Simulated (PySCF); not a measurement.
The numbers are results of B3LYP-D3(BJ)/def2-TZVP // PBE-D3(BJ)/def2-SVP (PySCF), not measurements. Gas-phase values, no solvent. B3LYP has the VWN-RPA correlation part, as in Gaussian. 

Reference species: [Ti(F)4] (neutral, multiplicity 1).

```json
{
 "HOMO": "-12.23 eV",
 "LUMO": "-3.55 eV",
 "coordination_number": "4",
 "HOMO–LUMO gap": "8.68 eV"
}
```

Changed species: [W(=O)2(F)2] (M = W, dioxo; the reference has M = Ti).

Give the shifts of the HOMO, LUMO, coordination number and HOMO–LUMO gap.

the HOMO increases by 2.67 eV, to -9.56 eV; the LUMO goes up by 0.43 eV, to -3.12 eV; the coordination number stays essentially unchanged; the HOMO–LUMO gap drops by 2.24 eV, to 6.44 eV.
